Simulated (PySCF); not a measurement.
## Spinor energies of Zr (zirconium, neutral)

Start: [Kr] 4d3 5s1; 4d5/2 filled at m_j = +1/2, +3/2, +5/2; 5s1/2 filled at m_j = +1/2. Calculated with PySCF 2.14 in x2c-TZVPall-2c with one added diffuse shell each of s, p, d type (9s10p8d1f, 86 functions): generalised Hartree-Fock with the X2C-1e Hamiltonian and a Gaussian nucleus; one run each with spin-orbit coupling (SO) switched off, then screened by Boettger's factors. This is a chosen level, not necessarily the ground level.

```
spinor shell  electrons  ε, spin-free (eV)  ε, screened SO (eV)  weight of nominal j (screened SO)  rms radius, screened SO (bohr)
       1s1/2          2           -18095.3             -18094.5                              1.000                          0.0426
       2s1/2          2            -2576.7              -2576.6                              1.000                           0.176
       2p1/2          2            -2291.4              -2350.6                              1.000                           0.154
       2p3/2          4            -2291.4              -2263.5                              1.000                           0.158
       3s1/2          2            -451.15              -451.14                              1.000                           0.488
       3p1/2          2            -355.47              -365.33                              1.000                           0.489
       3p3/2          4            -355.47              -350.86                              1.000                           0.499
       3d3/2          4            -198.31              -199.83                              0.991                           0.493
       3d5/2          6            -198.31              -197.32                              0.994                           0.497
       4s1/2          2            -65.389              -65.411                              1.000                            1.31
       4p3/2          4            -38.213              -37.413                              0.876                            1.49
       4p1/2          2            -38.213              -39.971                              0.752                            1.48
       4d5/2          3             -6.564               -6.554                              0.784                            2.67
       5s1/2          1             -5.923               -5.932                              0.997                            4.31
```

```
   quantity    spin-free  screened SO
E (hartree)  -3596.00572  -3596.35062
        M_J            5            5
       ⟨J²⟩       30.012       30.012
       ⟨L²⟩       12.008       12.027
       ⟨S²⟩        6.004        6.007
```

Each row is a mean over spinors that exchange with the open shell spreads, by up to 4.930 eV (4p3/2).

Rows whose weight is well below 1 are mixtures of j = l ± 1/2: exchange outweighs spin-orbit coupling there, and the label is only the starting occupation.

Breit and QED terms are absent; they matter most for the inner s and p1/2 levels.

Densities and radii are taken from the X2C orbitals without a picture-change correction, which distorts them close to the nucleus.

Without spin-orbit coupling the j labels of p, d and f shells carry no meaning; the spin-free column gives the mean over the occupied spinors of each nl shell.
